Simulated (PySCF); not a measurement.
**Working with the constants of SbCl⁺**

UHF-CCSD(T) constants of SbCl⁺, ²Π (doublet), unpaired electrons π ↑ (Sb def2-TZVPPD with ECP28, Cl def2-TZVPPD; scalar-relativistic core potentials (PySCF 2.14); masses 120.9038 and 34.9689 u):

* ωe: 449.7 cm⁻¹
* ωexe: 1.32 cm⁻¹
* Be: 0.12365 cm⁻¹
* αe: 0.000480 cm⁻¹
* D (centrifugal): 3.74e-08 cm⁻¹
* De to Sb⁺ + Cl: 3.40 eV

**Question.** Give the vibrational terms G(v) and spacings up to v = 6.

**Answer.** G(v) = ωe(v+½) − ωexe(v+½)².

```json
{"v": "0", "G(v) (cm⁻¹)": "225", "G(v) − G(v−1)": "", "Bv (cm⁻¹)": "0.1234"}
{"v": "1", "G(v) (cm⁻¹)": "672", "G(v) − G(v−1)": "447", "Bv (cm⁻¹)": "0.1229"}
{"v": "2", "G(v) (cm⁻¹)": "1116", "G(v) − G(v−1)": "444", "Bv (cm⁻¹)": "0.1224"}
{"v": "3", "G(v) (cm⁻¹)": "1558", "G(v) − G(v−1)": "442", "Bv (cm⁻¹)": "0.1220"}
{"v": "4", "G(v) (cm⁻¹)": "1997", "G(v) − G(v−1)": "439", "Bv (cm⁻¹)": "0.1215"}
{"v": "5", "G(v) (cm⁻¹)": "2433", "G(v) − G(v−1)": "437", "Bv (cm⁻¹)": "0.1210"}
{"v": "6", "G(v) (cm⁻¹)": "2867", "G(v) − G(v−1)": "434", "Bv (cm⁻¹)": "0.1205"}
```

**Question.** How well does the Morse estimate ωe²/(4ωexe) reproduce De, and what is D0?

**Answer.** It gives 4.75 eV, 140 % of the computed De. D0 = De − G(0) = 3.40 − 0.03 = 3.37 eV.

Correlated steps freeze 9 core orbitals. Spin–orbit coupling is left out, which matters for elements this heavy, above all for dissociation energies. For an ion De counts to the pair picked by the measured ionisation energies or electron affinities, which need not be the lowest pair at this level. The state was picked by a PBE0 search and need not be the measured ground state.
